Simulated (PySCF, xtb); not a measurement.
CH10N2Si3, SMILES N[Si@@]1([SiH3])NC[SiH2]1. The values are those of a single conformer.

Harmonic wavenumbers (cm⁻¹) from GFN2-xTB run with xtb 6.7.1 at its own minimum, in rising order: 25, 69, 94, 135, 161, 187, 253, 313, 332, 410, 425, 427, 467, 472, 510, 519, 607, 708, 760, 770, 780, 803, 812, 826, 834, 886, 1079, 1142, 1168, 1330, 1507, 1519, 2160, 2179, 2201, 2216, 2223, 2868, 2915, 3454, 3467, 3516.

What does PBE0-D3(BJ)/def2-SVP run with PySCF 2.14.0 give at its own minimum? (Estimate from the structure and the level; the computed values follow.)

60, 76, 87, 135, 170, 190, 267, 342, 364, 399, 428, 472, 501, 522, 524, 576, 663, 722, 783, 812, 847, 879, 890, 933, 934, 940, 1077, 1167, 1178, 1339, 1479, 1534, 2197, 2205, 2208, 2217, 2220, 3017, 3066, 3611, 3612, 3720. Paired by order, the mean absolute difference is 46 cm⁻¹ and the zero-point energies are 67.9 and 70.6 kcal/mol.
